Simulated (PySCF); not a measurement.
# Relative stability

The two ends of one reaction step of AlNH4F2, closed shell (PBE0-D4/def2-TZVP).

A:

Al1  (-0.772, -0.717, -0.050)
H2  (-1.849, -0.207, -1.087)
F3  (0.172, -2.020, -0.492)
F4  (-1.157, -0.637, 1.571)
H5  (0.551, 1.464, -0.633)
N6  (0.708, 0.669, -0.024)
H7  (1.579, 0.223, -0.300)
H8  (0.814, 1.011, 0.927)
(Å)

B:

| atom | x (Å) | y (Å) | z (Å) |
| --- | --- | --- | --- |
| Al1 | 0.0053 | -0.6588 | 0.2709 |
| H2 | -1.3522 | 0.4278 | -1.2069 |
| F3 | 0.1276 | -1.8083 | -0.8980 |
| F4 | -1.3169 | -0.6657 | 1.2479 |
| H5 | -0.7883 | 0.9205 | -1.1085 |
| N6 | 1.3617 | 0.3910 | 0.6248 |
| H7 | 2.2459 | 0.3586 | 0.1460 |
| H8 | 1.3990 | 1.0290 | 1.4018 |

PySCF 2.14 with density fitting (its default auxiliary sets; JK sets also for MP2 and CCSD(T)); basis: def2-TZVPP; cores frozen in the correlated methods. B3LYP uses VWN-RPA correlation.

Problem. Which structure is lower at CCSD(T), and by how much? (An estimate is asked for; the value comes from the calculation.)

Solution. By the calculation: A, by 16.39 kcal/mol (electronic energy, against the other). By their contacts, A is AlNH₄F₂ ([NH3][AlH]([F])[F]) and B is a complex of AlNH₂F₂ ([NH2][Al]([F])[F]) + H₂.

All methods give the same order:

```
   method  E(B) − E(A) (kcal/mol)
    SPW92                   18.00
   PBE-D4                   15.66
r2SCAN-D4                   15.73
  PBE0-D4                   17.34
 B3LYP-D4                   15.67
 BHLYP-D4                   17.63
  wB97M-V                   16.31
       HF                   19.26
      MP2                   14.90
     CCSD                   16.91
  CCSD(T)                   16.39
```

No T1 diagnostic of these runs exceeds 0.012.

Labels in which every atom is bracketed show which atoms are joined, not bond orders.

For scale, one of the runs: CCSD(T)/def2-TZVPP, 191 basis functions, launched by `OMP_NUM_THREADS=4 python run.py`. Time: 5.8 min of wall clock on 4 CPU threads of an Arm Neoverse V2; the host was shared. Peak host memory: 2.4 GiB.
